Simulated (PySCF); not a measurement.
C$_{3}$H$_{10}$O$_{2}$SeSi (SMILES CO[Si](C)([SeH])OC), singlet, at a GFN2-xTB geometry; PySCF with CASSCF(8,9)/STO-3G.

Input for PySCF:
```python
from pyscf import gto, scf, mcscf
import numpy

mol = gto.Mole()
mol.atom = '''
    C    -1.198337   -2.351791   -0.468691
    O     0.037751   -1.763424   -0.180448
    Si    0.423812   -0.195493   -0.336935
    C     0.695601    0.278139   -2.164116
    Se   -1.229530    1.067477    0.603168
    O     1.679427    0.131544    0.623460
    C     2.980080   -0.375094    0.517558
    H    -1.252553   -3.299306    0.066619
    H    -1.294474   -2.530225   -1.541894
    H    -2.019291   -1.705031   -0.142435
    H    -0.236778    0.257645   -2.721195
    H     1.384734   -0.410599   -2.645797
    H     1.106412    1.279360   -2.253792
    H    -0.384197    2.099900    1.103013
    H     3.442642   -0.042842   -0.413801
    H     2.971397   -1.464897    0.542515
    H     3.551281    0.006196    1.363544
'''
mol.basis = 'sto-3g'
mol.charge = 0
mol.spin = 0
mol.verbose = 4
mol.build()

mf = scf.RHF(mol)
mf.kernel()
mc = mcscf.CASSCF(mf, 9, 8)
mc.fix_spin_(ss=0.0)
mc.kernel()
occ = numpy.linalg.eigvalsh(mc.fcisolver.make_rdm1(mc.ci, mc.ncas, mc.nelecas))[::-1]
ss = mc.fcisolver.spin_square(mc.ci, mc.ncas, mc.nelecas)[0]
print('natural occupations', occ.round(4), ' <S^2>', round(ss, 4))
```

Task: Write the output that PySCF gives for this input, abridged.

Result: 
```
PySCF version 2.14.0

[INPUT] verbose = 4
[INPUT] num. atoms = 17
[INPUT] num. electrons = 92
[INPUT] charge = 0
[INPUT] spin (= nelec alpha-beta = 2S) = 0
[INPUT] symmetry False subgroup None
[INPUT] Mole.unit = angstrom
[INPUT] Symbol           X                Y                Z      unit          X                Y                Z       unit  Magmom
[...]
nuclear repulsion = 667.5360553155
number of shells = 38
number of NR pGTOs = 186
number of NR cGTOs = 62
basis = sto-3g
ecp = {}

******** <class 'pyscf.scf.hf.RHF'> ********
method = RHF
initial guess = minao
damping factor = 0
level_shift factor = 0
DIIS = <class 'pyscf.scf.diis.CDIIS'>
diis_start_cycle = 1
diis_space = 8
diis_damp = 0
SCF conv_tol = 1e-09
SCF conv_tol_grad = None
SCF max_cycles = 50
direct_scf = True
direct_scf_tol = 1e-13
Set gradient conv threshold to 3.16228e-05
Initial guess from minao.
init E= -2922.49968528522
[...]
cycle= 1 E= -2924.77990018538  delta_E= -2.28  |g|= 0.677  |ddm|= 4.87
[...]
cycle= 2 E= -2924.9650863729  delta_E= -0.185  |g|= 0.175  |ddm|= 1.29
[...]
cycle= 3 E= -2924.97555974861  delta_E= -0.0105  |g|= 0.0388  |ddm|= 0.285
[...]
cycle= 4 E= -2924.97642165563  delta_E= -0.000862  |g|= 0.00832  |ddm|= 0.087
[...]
cycle= 5 E= -2924.97646709725  delta_E= -4.54e-05  |g|= 0.00162  |ddm|= 0.0234
[...]
cycle= 6 E= -2924.97646865987  delta_E= -1.56e-06  |g|= 0.000373  |ddm|= 0.004
[...]
cycle= 7 E= -2924.97646875776  delta_E= -9.79e-08  |g|= 7.61e-05  |ddm|= 0.00112
[...]
cycle= 8 E= -2924.97646876224  delta_E= -4.47e-09  |g|= 2.1e-05  |ddm|= 0.000234
[...]
cycle= 9 E= -2924.97646876262  delta_E= -3.89e-10  |g|= 3.26e-06  |ddm|= 7.91e-05
[...]
Extra cycle  E= -2924.97646876262  delta_E= 4.09e-12  |g|= 1.32e-06  |ddm|= 7.35e-06
converged SCF energy = -2924.97646876262

******** <class 'pyscf.mcscf.mc1step.CASSCF'> ********
CAS (4e+4e, 9o), ncore = 42, nvir = 11
max_cycle_macro = 50
max_cycle_micro = 4
conv_tol = 1e-07
conv_tol_grad = None
orbital rotation max_stepsize = 0.02
orbital rotation threshold for CI restart = 0.01
augmented hessian ah_max_cycle = 30
augmented hessian ah_conv_tol = 1e-12
augmented hessian ah_linear dependence = 1e-14
augmented hessian ah_level shift = 1e-08
augmented hessian ah_start_tol = 2.5
augmented hessian ah_start_cycle = 3
augmented hessian ah_grad_trust_region = 3
kf_trust_region = 3
kf_interval = 4
ci_response_space = 4
ci_grad_trust_region = 3
with_dep4 0
natorb = False
canonicalization = True
sorting_mo_energy = False
ao2mo_level = 2
internal_rotation = False
******** <class 'pyscf.fci.addons.SpinPenaltyFCISolver'> ********
max. cycles = 50
conv_tol = 1e-08
davidson only = True
linear dependence = 1e-12
level shift = 0.001
max iter space = 12
nroots = 1
pspace_size = 400
spin = None
CASCI E = -2924.98598883732  S^2 = 0.0000000
Set conv_tol_grad to 0.000316228
macro iter   1 ( 21 JK    4 micro), CASSCF E = -2924.99512975538  dE = -9.14091806e-03  S^2 = 0.0000000
               |grad[o]|=0.0134  |grad[c]|=0.0378  |ddm|=0.0323  |maxRot[o]|=0.283
macro iter   2 ( 21 JK    4 micro), CASSCF E = -2925.00054730279  dE = -5.41754740e-03  S^2 = 0.0000000
               |grad[o]|=0.0131  |grad[c]|=0.0565  |ddm|=0.0213  |maxRot[o]|=0.159
macro iter   3 ( 21 JK    4 micro), CASSCF E = -2925.00413244209  dE = -3.58513930e-03  S^2 = 0.0000000
               |grad[o]|=0.0114  |grad[c]|=0.0811  |ddm|=0.021  |maxRot[o]|=0.179
macro iter   4 ( 21 JK    4 micro), CASSCF E = -2925.00889413986  dE = -4.76169777e-03  S^2 = 0.0000000
               |grad[o]|=0.0137  |grad[c]|=0.027  |ddm|=0.0261  |maxRot[o]|=0.205
macro iter   5 ( 21 JK    4 micro), CASSCF E = -2925.01274994200  dE = -3.85580214e-03  S^2 = 0.0000000
               |grad[o]|=0.0139  |grad[c]|=0.095  |ddm|=0.0222  |maxRot[o]|=0.143
macro iter   6 ( 21 JK    4 micro), CASSCF E = -2925.01432306855  dE = -1.57312655e-03  S^2 = 0.0000000
               |grad[o]|=0.0144  |grad[c]|=0.0217  |ddm|=0.00517  |maxRot[o]|=0.0492
macro iter   7 ( 21 JK    4 micro), CASSCF E = -2925.01500953306  dE = -6.86464512e-04  S^2 = 0.0000000
               |grad[o]|=0.00861  |grad[c]|=0.0177  |ddm|=0.00507  |maxRot[o]|=0.0362
macro iter   8 ( 21 JK    4 micro), CASSCF E = -2925.01533485517  dE = -3.25322109e-04  S^2 = 0.0000000
               |grad[o]|=0.0068  |grad[c]|=0.0171  |ddm|=0.00554  |maxRot[o]|=0.031
macro iter   9 ( 21 JK    4 micro), CASSCF E = -2925.01550420822  dE = -1.69353058e-04  S^2 = 0.0000000
               |grad[o]|=0.00612  |grad[c]|=0.0167  |ddm|=0.00602  |maxRot[o]|=0.0261
macro iter  10 (  7 JK    2 micro), CASSCF E = -2925.01709997827  dE = -1.59577005e-03  S^2 = 0.0000000
               |grad[o]|=0.00577  |grad[c]|=0.00751  |ddm|=0.00788  |maxRot[o]|=0.0697
macro iter  11 (  7 JK    2 micro), CASSCF E = -2925.01826589168  dE = -1.16591341e-03  S^2 = 0.0000000
               |grad[o]|=0.00454  |grad[c]|=0.00925  |ddm|=0.0065  |maxRot[o]|=0.0697
macro iter  12 (  7 JK    2 micro), CASSCF E = -2925.01892731750  dE = -6.61425820e-04  S^2 = 0.0000000
               |grad[o]|=0.00325  |grad[c]|=0.0107  |ddm|=0.00424  |maxRot[o]|=0.0662
macro iter  13 ( 21 JK    4 micro), CASSCF E = -2925.02012676715  dE = -1.19944965e-03  S^2 = 0.0000000
               |grad[o]|=0.00205  |grad[c]|=0.016  |ddm|=0.0116  |maxRot[o]|= 0.25
macro iter  14 ( 12 JK    3 micro), CASSCF E = -2925.02232217756  dE = -2.19541041e-03  S^2 = 0.0000000
               |grad[o]|=0.00398  |grad[c]|=0.0383  |ddm|=0.0311  |maxRot[o]|=0.148
macro iter  15 ( 17 JK    4 micro), CASSCF E = -2925.02755354137  dE = -5.23136380e-03  S^2 = 0.0000000
               |grad[o]|=0.00753  |grad[c]|=0.0937  |ddm|=0.0607  |maxRot[o]|=0.216
macro iter  16 ( 21 JK    4 micro), CASSCF E = -2925.02680138503  dE =  7.52156334e-04  S^2 = 0.0000000
               |grad[o]|=0.0137  |grad[c]|=0.0488  |ddm|=0.0181  |maxRot[o]|=0.0506
macro iter  17 ( 21 JK    4 micro), CASSCF E = -2925.03010995059  dE = -3.30856556e-03  S^2 = 0.0000000
[...]
macro iter  22 (  7 JK    2 micro), CASSCF E = -2925.03696781240  dE = -2.56208728e-03  S^2 = 0.0000000
               |grad[o]|=0.00966  |grad[c]|=0.0141  |ddm|=0.0108  |maxRot[o]|=0.0479
macro iter  23 (  7 JK    2 micro), CASSCF E = -2925.03874308335  dE = -1.77527095e-03  S^2 = 0.0000000
               |grad[o]|=0.00705  |grad[c]|=0.0173  |ddm|=0.0111  |maxRot[o]|=0.0578
macro iter  24 ( 15 JK    4 micro), CASSCF E = -2925.03615057487  dE =  2.59250848e-03  S^2 = 0.0000000
               |grad[o]|=0.00432  |grad[c]|=0.0408  |ddm|=0.0196  |maxRot[o]|=0.0961
macro iter  25 ( 20 JK    4 micro), CASSCF E = -2925.03730234712  dE = -1.15177225e-03  S^2 = 0.0000000
               |grad[o]|=0.00802  |grad[c]|=0.00728  |ddm|=0.00263  |maxRot[o]|=0.0287
macro iter  26 ( 21 JK    4 micro), CASSCF E = -2925.03733726854  dE = -3.49214215e-05  S^2 = 0.0000000
               |grad[o]|=0.00573  |grad[c]|=0.0132  |ddm|=0.00517  |maxRot[o]|=0.00757
macro iter  27 (  7 JK    2 micro), CASSCF E = -2925.03856202135  dE = -1.22475281e-03  S^2 = 0.0000000
               |grad[o]|=0.00569  |grad[c]|=0.00368  |ddm|=0.00795  |maxRot[o]|=0.0505
macro iter  28 (  6 JK    2 micro), CASSCF E = -2925.03915863691  dE = -5.96615560e-04  S^2 = 0.0000000
               |grad[o]|=0.00394  |grad[c]|=0.00499  |ddm|=0.0052  |maxRot[o]|=0.0424
macro iter  29 ( 15 JK    4 micro), CASSCF E = -2925.03677630337  dE =  2.38233354e-03  S^2 = 0.0000000
               |grad[o]|=0.0026  |grad[c]|=0.0434  |ddm|=0.0187  |maxRot[o]|=0.0982
macro iter  30 ( 21 JK    4 micro), CASSCF E = -2925.03711834245  dE = -3.42039078e-04  S^2 = 0.0000000
               |grad[o]|=0.0072  |grad[c]|=0.00675  |ddm|=0.0033  |maxRot[o]|=0.0143
macro iter  31 ( 21 JK    4 micro), CASSCF E = -2925.03717517323  dE = -5.68307828e-05  S^2 = 0.0000000
               |grad[o]|=0.00573  |grad[c]|=0.0138  |ddm|=0.00483  |maxRot[o]|=0.00615
macro iter  32 (  7 JK    2 micro), CASSCF E = -2925.03844354776  dE = -1.26837453e-03  S^2 = 0.0000000
               |grad[o]|=0.00566  |grad[c]|=0.00294  |ddm|=0.0081  |maxRot[o]|=0.0506
macro iter  33 (  6 JK    2 micro), CASSCF E = -2925.03909556325  dE = -6.52015492e-04  S^2 = 0.0000000
               |grad[o]|=0.00404  |grad[c]|=0.00471  |ddm|=0.00523  |maxRot[o]|=0.0425
macro iter  34 ( 15 JK    4 micro), CASSCF E = -2925.03675429962  dE =  2.34126363e-03  S^2 = 0.0000000
               |grad[o]|=0.00274  |grad[c]|=0.0429  |ddm|=0.0202  |maxRot[o]|=0.0969
macro iter  35 ( 21 JK    4 micro), CASSCF E = -2925.03703685353  dE = -2.82553915e-04  S^2 = 0.0000000
               |grad[o]|=0.00687  |grad[c]|=0.00757  |ddm|=0.00292  |maxRot[o]|=0.0127
macro iter  36 ( 17 JK    4 micro), CASSCF E = -2925.03805800817  dE = -1.02115463e-03  S^2 = 0.0000000
               |grad[o]|=0.00558  |grad[c]|=0.0144  |ddm|=0.00487  |maxRot[o]|=0.0368
macro iter  37 (  7 JK    2 micro), CASSCF E = -2925.03897496744  dE = -9.16959271e-04  S^2 = 0.0000000
               |grad[o]|=0.00434  |grad[c]|=0.00501  |ddm|=0.00727  |maxRot[o]|=0.0506
macro iter  38 ( 15 JK    4 micro), CASSCF E = -2925.03702735298  dE =  1.94761446e-03  S^2 = 0.0000000
               |grad[o]|=0.00302  |grad[c]|=0.0343  |ddm|=0.0176  |maxRot[o]|=0.093
macro iter  39 ( 20 JK    4 micro), CASSCF E = -2925.03746131115  dE = -4.33958176e-04  S^2 = 0.0000000
               |grad[o]|=0.00605  |grad[c]|=0.00511  |ddm|=0.00191  |maxRot[o]|=0.0169
macro iter  40 ( 21 JK    4 micro), CASSCF E = -2925.03752259525  dE = -6.12841004e-05  S^2 = 0.0000000
               |grad[o]|=0.00469  |grad[c]|=0.0132  |ddm|=0.00397  |maxRot[o]|=0.00486
macro iter  41 (  7 JK    2 micro), CASSCF E = -2925.03854675592  dE = -1.02416067e-03  S^2 = 0.0000000
               |grad[o]|=0.0046  |grad[c]|=0.00339  |ddm|=0.00685  |maxRot[o]|=0.0496
macro iter  42 (  6 JK    2 micro), CASSCF E = -2925.03910967285  dE = -5.62916928e-04  S^2 = 0.0000000
               |grad[o]|=0.00348  |grad[c]|=0.00474  |ddm|=0.00473  |maxRot[o]|=0.0421
macro iter  43 ( 15 JK    4 micro), CASSCF E = -2925.03738736171  dE =  1.72231115e-03  S^2 = 0.0000000
               |grad[o]|=0.00246  |grad[c]|=0.0364  |ddm|=0.0162  |maxRot[o]|=0.0998
macro iter  44 ( 16 JK    4 micro), CASSCF E = -2925.03799494906  dE = -6.07587358e-04  S^2 = 0.0000000
               |grad[o]|=0.00555  |grad[c]|=0.00602  |ddm|=0.00204  |maxRot[o]|=0.0346
macro iter  45 (  7 JK    2 micro), CASSCF E = -2925.03870013465  dE = -7.05185584e-04  S^2 = 0.0000000
               |grad[o]|=0.00414  |grad[c]|=0.00297  |ddm|=0.00395  |maxRot[o]|=0.0367
macro iter  46 (  6 JK    2 micro), CASSCF E = -2925.03915912321  dE = -4.58988558e-04  S^2 = 0.0000000
               |grad[o]|=0.00319  |grad[c]|=0.0041  |ddm|=0.00367  |maxRot[o]|=0.0362
macro iter  47 ( 15 JK    4 micro), CASSCF E = -2925.03766412553  dE =  1.49499768e-03  S^2 = 0.0000000
               |grad[o]|=0.00221  |grad[c]|=0.0328  |ddm|=0.0129  |maxRot[o]|=0.0927
macro iter  48 ( 19 JK    4 micro), CASSCF E = -2925.03823835520  dE = -5.74229665e-04  S^2 = 0.0000000
               |grad[o]|=0.00521  |grad[c]|=0.00687  |ddm|=0.000873  |maxRot[o]|=0.0248
macro iter  49 ( 21 JK    4 micro), CASSCF E = -2925.03827550228  dE = -3.71470833e-05  S^2 = 0.0000000
               |grad[o]|=0.00373  |grad[c]|=0.0116  |ddm|=0.00314  |maxRot[o]|=0.00484
macro iter  50 (  7 JK    2 micro), CASSCF E = -2925.03900910835  dE = -7.33606076e-04  S^2 = 0.0000000
               |grad[o]|=0.00372  |grad[c]|=0.00476  |ddm|=0.0052  |maxRot[o]|=0.0496
1-step CASSCF not converged,  50 macro (774 JK 169 micro) steps
CASSCF canonicalization
Density matrix diagonal elements [1.98270535 1.9756479  1.97966171 1.9784237  0.02143475 0.01407692
 0.01163332 0.0194797  0.01693665]
CASSCF energy = -2925.03900910835
CASCI E = -2925.03900910835  E(CI) = -13.5870888270938  S^2 = 0.0000000
natural occupations [1.9852e+00 1.9802e+00 1.9766e+00 1.9753e+00 2.9000e-02 2.2800e-02
 1.5600e-02 1.3700e-02 1.5000e-03]  <S^2> 0.0
```

The run did not converge; its last values are not results.
